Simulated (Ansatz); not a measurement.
Two isomers of C2H7NOSi: A = `C=N[SiH](C)O`, B = `CN(C)[Si]O`.

Gas-phase electronic energies from Ansatz, PBE0-D4/def2-TZVP geometries. CCSD(T)/CBS adds triple-zeta CCSD(T) − MP2 to the extrapolated MP2 energy (def2 sets, frozen cores). Functionals use def2-TZVPP. B3LYP here is the variant with VWN-RPA as its local correlation; programs differ in this. One conformer a species, not always the lowest.

Which is lower in electronic energy at CCSD(T)/CBS, and by how much? (An estimate is asked.)

Ansatz gave: A, by 15.7 kcal/mol.

Give E(B) − E(A) in kcal/mol with PBE0-D4, CCSD(T)/def2-SVP, LDA (SPW92), BLYP-D4, ωB97M-V, MP2/def2-TZVPP, B3LYP. (Best estimate.)

Computed: PBE0-D4 13.0, CCSD(T)/def2-SVP 10.6, LDA (SPW92) 5.8, BLYP-D4 13.4, ωB97M-V 13.7, MP2/def2-TZVPP 15.9, B3LYP 15.4. None reverses the order clearly.

Does the order hold for the free energy at 298.15 K (harmonic terms from PBE0-D4)? (Best estimate.)

The calculation gave: Yes: G(B) − G(A) = +19.4 kcal/mol, for one conformer each. Modes under 60 cm⁻¹, often nearly free rotors, make the harmonic entropy too high.

Largest T1 diagnostic: 0.013.

The D4 term adds −0.8 kcal/mol with B3LYP and −0.4 kcal/mol with PBE0; it sums over pairs of atoms, weighted by their polarisabilities, and B3LYP, whose exchange is more repulsive, gets the larger term. In def2-TZVPP, CCSD(T) changes the Hartree–Fock value by −7.5 kcal/mol (the triples alone add −0.5 kcal/mol) and MP2 by −6.7 kcal/mol.
